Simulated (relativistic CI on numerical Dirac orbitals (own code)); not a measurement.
## Mn+ in a cubic cluster: L2,3 absorption with charge transfer

Computed with a charge-transfer multiplet model of a cubic metal-ligand cluster with up to 2 ligand holes, Slater and spin-orbit integrals from Dirac-Coulomb-Breit ions, Slater integrals scaled by 0.7. The ground state mixes d6 with configurations of k ligand holes L, whose averages lie at kΔ + k(k − 1)U_dd/2; a core hole lowers each added d electron by U_cd. 300 K, Lorentzian 0.4 eV and Gaussian 0.3 eV FWHM.

Atomic integrals in eV (Slater integrals scaled, ζ unscaled), ground: F2dd 6.303, F4dd 3.879, zeta_d 0.031; with the core hole: F2dd 6.930, F4dd 4.274, zeta_d 0.046, zeta_core 6.798, F2cd 3.981, G1cd 2.893, G3cd 1.642.

Cluster parameters (eV): Δ = 4.8, U_dd = 6.4, 10Dq = 1.2, 10Dq(ligand) = 1.2, V(eg) = 1.45, V(t2g) = -0.77, final-state hopping factor = 0.8.

```tsv
Case	n_d	d6	d7L	d8L2	S
U_cd = 5.7 eV	6.23	0.78	0.22	0.01	0.02
U_cd = 6.9 eV	6.23	0.78	0.22	0.01	0.02
U_cd = 7.5 eV	6.23	0.78	0.22	0.01	0.02
U_cd = 8.7 eV	6.23	0.78	0.22	0.01	0.02
U_cd = 9.3 eV	6.23	0.78	0.22	0.01	0.02
```

Weights, n_d and S are thermal averages at 300 K. Photon energies count from the first peak over 30 % of the highest in each spectrum, which can be another peak from case to case. The parameters are a model scan and need not match a compound or its usual spin state. Peaks in eV (height, largest 100):
- U_cd = 5.7 eV: -1.3 (9), 0.0 (100), 1.3 (36), 10.1 (54)
- U_cd = 6.9 eV: 0.0 (100), 1.3 (34), 10.0 (54)
- U_cd = 7.5 eV: 0.0 (100), 1.4 (32), 10.1 (54)
- U_cd = 8.7 eV: 0.0 (100), 1.4 (28), 2.5 (9), 10.0 (55)
- U_cd = 9.3 eV: 0.0 (100), 1.4 (25), 2.0 (14), 4.4 (5), 10.0 (57), 10.9 (15), 12.6 (5)

For the case U_cd = 7.5 eV, Δ = 4.8 eV is smaller than U_dd = 6.4 eV, the charge-transfer side of the Zaanen-Sawatzky-Allen scheme. With the core hole the configuration with one ligand hole lies at Δ + U_dd − U_cd = 5.5, 4.3, 3.7, 2.5, 1.9 eV from the one without, in the order of the table; where this is negative the screened configuration lies lower, though the effective hopping of about 2.2 eV (from the holes of the mixed ground state) mixes the two strongly wherever it is as large as the gap.
